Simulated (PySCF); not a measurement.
CH₃, charge -1, singlet, at a GFN2-xTB geometry (in this run its highest filled SCF level lies above zero, so its values depend strongly on the basis, on diffuse functions most of all). Base run: DF-PBE0/6-31G* run with PySCF.

Here is a job for PySCF.
```python
from pyscf import gto, scf, dft

mol = gto.Mole()
mol.atom = '''
    C     0.094435    0.098442    0.100706
    H    -0.627209   -0.621425    0.624633
    H     0.663992   -0.608499   -0.598808
    H    -0.603395    0.639270   -0.630059
'''
mol.basis = '6-31g*'
mol.charge = -1
mol.spin = 0
mol.verbose = 4
mol.build()

mf = dft.RKS(mol)
mf.xc = 'pbe0'
mf = mf.density_fit(auxbasis='def2-universal-jkfit')
mf.kernel()
```

Each row names what was changed in the base input (with any setting that the change needs).

| change | basis functions | E (Eh) | HOMO (eV) | HOMO-LUMO gap (eV) |
|---|---|---|---|---|
| base | 20 | -39.72899 | 3.49 | 6.93 |
| basis = 6-31G | 15 | -39.71553 | 3.71 | 6.53 |
| basis = LANL2DZ | 15 | -39.74112 | 2.89 | 8.39 |
| basis = pcseg-1 | 29 | -39.74830 | 2.57 | 5.37 |
| basis = cc-pVDZ | 29 | -39.74777 | 2.93 | 5.83 |
| basis = 6-311++G** | 43 | -39.78719 | 1.33 | 2.59 |
| basis = def2-SVPD | 44 | -39.74078 | 1.87 | 4.39 |
| basis = 6-311+G(2d,p) | 45 | -39.78859 | 1.31 | 3.71 |
| basis = def2-TZVPD | 64 | -39.78761 | 1.59 | 3.64 |
| basis = pcseg-2 | 72 | -39.78611 | 1.76 | 4.16 |
| basis = cc-pVTZ | 72 | -39.77611 | 2.23 | 5.06 |
| basis = def2-TZVPP | 73 | -39.78264 | 1.96 | 5.39 |
| basis = cc-pVQZ | 145 | -39.78486 | 1.93 | 4.51 |

Totals compare only among sets that treat the same electrons; sets with core potentials leave the core out.
